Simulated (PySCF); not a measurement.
Bonds (- single, = double, # triple, : aromatic): B1-C2 1.511 Å, C2=C3 1.311 Å, C3-C4 1.469 Å, C4-C2 1.544 Å. B1 carries H5, H6; C3 carries H7; C4 carries H8, H9.

- NMR shieldings at PBE0/pcSseg-1/GIAO
- PBE0-D3(BJ)/def2-SVP geometry
- run in PySCF 2.14.0 with density-fitted response routines
- relativity neglected, averaged over atoms made equivalent by symmetry, fast rotation or ring inversion, one computed conformer, no solvent model

References, each an isolated molecule treated in the same way: $^{13}$C (184.41 ppm) and $^{1}$H (31.27 ppm) vs TMS; $^{11}$B (100.73 ppm) vs BF3·OEt2.

```csv
atoms,nucleus,count,δ (ppm)
C2,$^{13}$C,1,136.3
B1,$^{11}$B,1,?
C3,$^{13}$C,1,137.8
H5/H6,$^{1}$H,2,7.60
H7,$^{1}$H,1,8.32
C4,$^{13}$C,1,21.3
H8/H9,$^{1}$H,2,?
```

Fill in the missing shifts.

Results:


- H8/H9: 1.75 ppm, hydrogen on a three-membered-ring carbon
- B1: 74.3 ppm, boron bonded to C, 2 H

Hydrogens on boron are broadened and split by $^{11}$B (spin 3/2, 80 %) and 10B (spin 3). A carbon bonded to boron is broadened by the quadrupolar boron nucleus and is often missing from a measured spectrum. Shifts are as computed. Against solution values, carbons near 30 ppm lie about +2 ppm off and those near 130 ppm about +5 ppm. Of 1211 compounds with measured shifts, 218 miss one by over three times the rms of a fit or turn the order of signals round; such compounds aren't used in these exercises.
